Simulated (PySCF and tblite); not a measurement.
Results of a calculation; reference values are marked as such.
System: C3H6ClO2S (charge -1), numbered as in [CH3:1][CH2:2][S:3](=[O:4])(=[O:5])[CH-:6][Cl:7].

For the pyramidal inversion at C6: electronic barrier 1.93 kcal/mol, zero-point change -0.33 kcal/mol, thermal and entropy terms at 200 K a further 0.00 kcal/mol (symmetry numbers apart). The minimum is C1, the saddle C1. Geometries: GFN2-xTB; energies: B3LYP/pcSseg-1 + D3(BJ); zero-point and thermal terms from GFN2-xTB harmonic modes (soft modes blended into free rotors). Rate constants are transition-state-theory values, counting equivalent paths, without tunnelling. (PySCF 2.14 with density fitting, tblite 0.8.)

Problem. How many equivalent paths lead out of the minimum?

Solution. 1: the symmetry number of the minimum is 1, that of the saddle displaced along its mode 1.

Problem. Work out the rate at 200 K.

Solution. ΔG‡ = 1.60 kcal/mol; k_B T/h = 4.2×10¹² s⁻¹; exp(−ΔG‡/RT) = 0.018; times 1 gives k = 7.5×10¹⁰ s⁻¹.

The barrier is low, and the GFN2-xTB saddle may lie off the DFT one, so take it as rough. The ion is treated without a counter-ion.
